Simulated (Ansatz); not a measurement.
Reaction (redistribution): `Cl[Si](Cl)(Cl)[TeH]` + `C=[CH][AlH][CH2][SiH3]` → `[SiH3][CH2][AlH][TeH]` + `C=C[Si](Cl)(Cl)Cl`

Calculated with Ansatz (gas phase, PBE0-D4/def2-TZVP geometries, no zero-point term in ΔE). CCSD(T)/CBS is the MP2 limit (def2-TZVPP, def2-QZVPP) plus CCSD(T) − MP2 in def2-TZVPP, frozen cores. DFT in def2-TZVPP. B3LYP here is the variant with VWN-RPA as its local correlation; programs differ in this. def2 core potentials past Kr. For Te outer-core shells are correlated without core-valence functions, which leaves a few kJ/mol of doubt a bond. Each species was taken in one conformer, which may not be the lowest.

| level | ΔE (kJ/mol) | difference from CCSD(T)/CBS |
| --- | --- | --- |
| PBE-D4 | -75.0 | 5.4 |
| r2SCAN-D4 | -81.0 | -0.6 |
| PBE0-D4 | -79.7 | 0.7 |
| B3LYP-D4 | -75.8 | 4.6 |
| ωB97X-V | -79.3 | 1.1 |
| ωB97M-V | -78.7 | 1.7 |
| B2PLYP | -80.1 | 0.3 |
| PBE | -75.9 | 4.5 |
| r2SCAN | -80.9 | -0.5 |
| PBE0 | -80.4 | 0.0 |
| B3LYP | -77.7 | 2.7 |
| HF/def2-TZVPP | -90.4 | -10.0 |
| MP2/def2-TZVPP | -83.1 | -2.7 |
| SCS-MP2/def2-TZVPP | -82.5 | -2.1 |
| CCSD/def2-TZVPP | -85.4 | -5.0 |
| CCSD(T)/def2-TZVPP | -84.6 | -4.2 |
| HF/def2-QZVPP | -89.2 | -8.8 |
| MP2/def2-QZVPP | -80.3 | 0.1 |
| SCS-MP2/def2-QZVPP | -80.3 | 0.1 |
| HF/CBS(def2) | -89.1 | -8.7 |
| MP2/CBS(def2) | -78.9 | 1.5 |
| CCSD/CBS(def2) | -81.2 | -0.8 |
| CCSD(T)/CBS | -80.4 | 0 |

Largest T1 diagnostic among the species: 0.011.

From PBE to PBE0 (25 % exact exchange), in def2-TZVPP and without D4, ΔE moves by −4.6 kJ/mol. In def2-TZVPP, CCSD(T) changes the Hartree–Fock value by +5.7 kJ/mol (the triples alone add +0.8 kJ/mol) and MP2 by +7.2 kJ/mol.
